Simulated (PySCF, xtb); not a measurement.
Ga(F)(SiH3)2 (FGaH6Si2), SMILES [Ga]([SiH3])([F])[SiH3].

GFN2-xTB in xtb 6.7.1 at its own geometry gives an orbital gap of 3.10 eV and a dipole moment of 3.12 D.

Geometry: PBE0-D3(BJ)/def2-SVP.

**Question.** What does PySCF with B3LYP/def2-TZVP give? (Estimate from the structure and the level; the computed values follow.)

**Answer.** gap 4.79 eV (levels -7.21 and -2.42 eV), dipole 2.13 D.
